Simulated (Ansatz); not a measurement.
Geometry optimisation, RKS PBE0-D4/def2-SVP (Ansatz).

Input:

```yaml
crystal:
  periodic: [false, false, false]
  atoms:
    - { symbol: Ga, position_ang: [-0.025701, -0.233424, 0.012948] }
    - { symbol: O, position_ang: [-0.091849, -0.266386, 1.803189] }
    - { symbol: H, position_ang: [-0.98026, -0.413649, 2.149238] }
    - { symbol: H, position_ang: [1.314804, -0.252501, -0.753409] }
    - { symbol: Cl, position_ang: [-1.956549, -0.34607, -0.924873] }
    - { symbol: F, position_ang: [0.196845, 2.469847, 1.013011] }
    - { symbol: H, position_ang: [0.20211, 1.915182, 1.755197] }
basis:
  gaussian: { orbitals: def2-SVP }
hamiltonian:
  xc: pbe0
  dispersion: d4
relax:
  f_tol: 0.03
  max_steps: 50
```

Launched with:

```bash
$ ansatz run input.yaml --threads 2 --pin off --max-ram 3072MiB --backend cpu --events-out ev --progress --plain --runs-dir out
```

Problem. Where does it end, and by what steps?

Solution. The run converged. After 18 steps the energy has fallen by 0.983 eV; H7 moved furthest, 1.08 Å. Parted: F6–H7 (0.93 → 2.20 Å). Joined: Ga1–F6 (2.89 → 1.78 Å), O2–H7 (2.20 → 0.97 Å).

| step | energy less start (eV) | largest force component (eV/Å) | accepted |
| --- | --- | --- | --- |
| 0 | 0.0000 | 0.383 | yes |
| 1 | -0.1485 | 0.626 | yes |
| 2 | -0.2815 | 0.724 | yes |
| 3 | -0.2862 | 1.068 | yes |
| 4 | -0.3638 | 0.316 | yes |
| 5 | -0.3763 | 0.200 | yes |
| 6 | -0.3846 | 0.274 | yes |
| 7 | -0.4028 | 0.549 | yes |
| 8 | -0.4064 | 1.943 | yes |
| 9 | -0.7295 | 1.064 | yes |
| 10 | -0.5177 | 5.982 | no |
| 11 | -0.8487 | 0.595 | yes |
| 12 | -0.9249 | 0.455 | yes |
| 13 | -0.9591 | 0.305 | yes |
| 14 | -0.9431 | 1.243 | no |
| 15 | -0.9773 | 0.188 | yes |
| 16 | -0.9822 | 0.050 | yes |
| 17 | -0.9829 | 0.070 | yes |
| 18 | -0.9832 | 0.024 | yes |

```xyz
7
Properties=species:S:1:pos:R:3
Ga 0.125 0.434 -0.137
O -0.073 0.050 1.915
H -0.975 -0.281 2.044
H 1.391 -0.245 -0.708
Cl -1.895 -0.205 -0.618
F 0.170 2.143 0.354
H -0.084 0.979 2.206
```

Whether the end is a true minimum wasn't checked by a vibrational analysis.

Run time: 53 s on 2 threads of Arm Neoverse V1, with other jobs on the host, peak memory 0.2 GiB.
